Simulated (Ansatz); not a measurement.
# A ladder of methods for AlHBr (SMILES [AlH][Br])

AlHBr: 3 atoms, total charge 0, spin state doublet. SMILES: `[AlH][Br]`. The coordinates come from a PBE0-D4/def2-TZVP relaxation.

| atom | x (Å) | y (Å) | z (Å) |
| --- | --- | --- | --- |
| Al | -0.2967 | -0.6280 | -0.2391 |
| Br | 1.5845 | 0.0086 | 0.8711 |
| H | -1.2989 | 0.5546 | -0.6453 |

Each level gives the energy change with the Al1–Br2 bond stretched from 2.275 to 3.413 Å (eV). The values are calculated.

| level | kind | program | value (eV) | less FCI/STO-3G | CPU time (all runs) |
| --- | --- | --- | --- | --- | --- |
| UHF/STO-3G | Hartree–Fock | Ansatz | 3.35 | +0.18 | 0.7 s |
| UBLYP/STO-3G | GGA | Ansatz | 2.72 | -0.45 | 5.9 s |
| UB3LYP/STO-3G | global hybrid | Ansatz | 2.91 | -0.26 | 6.2 s |
| UPBE0/STO-3G | global hybrid | Ansatz | 3.15 | -0.02 | 4.8 s |
| UHSE06/STO-3G | range-separated hybrid | Ansatz | 3.13 | -0.04 | 8.4 s |
| UB2PLYP/STO-3G | double hybrid | Ansatz | 3.11 | -0.06 | 5.8 s |
| RPA@PBE/STO-3G | RPA | Ansatz | 2.28 | -0.89 | 8.2 s |
| UBCCD(T)/STO-3G | coupled cluster or CI | Ansatz | 3.16 | -0.01 | 2.1 s |
| FCI/STO-3G | exact in the basis | Ansatz | 3.17 | 0.00 | 3.1 s |

FCI/STO-3G is exact within its basis and frozen core, so for wave-function methods in that basis the difference is their error; functionals converge differently with the basis, so for them it is only a difference. All-electron rows without a relativistic Hamiltonian named are non-relativistic. The first shape isn't each level's own minimum. The values span 2.28 to 3.35 eV. All rows use very small basis sets, so none should be taken for the real molecule's value. In the correlated wave-function rows the outer d shell of Br is correlated, in sets not made for it. In so small a basis fixed costs decide the times, and correlated methods can beat functionals. CPU times are rough (shared hosts, several kinds of processor and program).
